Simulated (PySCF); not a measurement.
How methods differ on the excitation energy of Si²⁺

Si²⁺ [Ne] 3s2 (1S) → Si²⁺ [Ne] 3p2 (3P), as a difference of total energies. Computed with PySCF 2.14 in aug-cc-pVDZ-DK, with the spin-free X2C one-electron Hamiltonian (Gaussian nucleus). Correlated levels: valence: [Ne] frozen. The calculations carry no spin-orbit coupling.

```csv
method,excitation energy (cm⁻¹)
UHF,121950
LDA,119160
PBE,117320
PBE0,119520
r2SCAN,115390
B2PLYP,124920
wB97X-V,122790
BHandHLYP,124970
MN15,116360
MP2 (valence),127150
SCS-MP2 (valence),129160
```

A first-order spin-orbit estimate (lowest level to lowest level, LS coupling) adds -0.025 eV.
